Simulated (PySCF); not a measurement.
C₃H₆NO, SMILES C[N]C(C)=O (connectivity only; charge and spin as stated), charge -1, multiplicity 1.

Geometry: B3LYP-D3(BJ)/def2-SVPD. The spin state was assumed, not searched. The isomer is the one that the SMILES or the coordinates give; other isomers of the formula were not compared.

Two levels are set side by side: PBE/def2-SVPD (PySCF) and r2SCAN/def2-SVPD (PySCF). Same geometry, gas phase. Differences are taken from unrounded values.

```
quantity                      PBE
---------------------------  ----
orbital gap (eV)             3.25
highest occupied level (eV)  0.57
lowest empty level (eV)      3.82
mean polarisability (bohr³)  69.2
```

Problem. These are the PBE values. What does r2SCAN give? (The exact figures need the calculation; the answer reports its results.)

Solution. 
```tsv
quantity	r2SCAN	PBE minus r2SCAN
orbital gap (eV)	4.13	-0.88
highest occupied level (eV)	0.41	0.16
lowest empty level (eV)	4.54	-0.72
mean polarisability (bohr³)	65.4	3.8
```

Rough cost on one machine, each run with all the roots and properties that it gave: r2SCAN against PBE about 5 times.
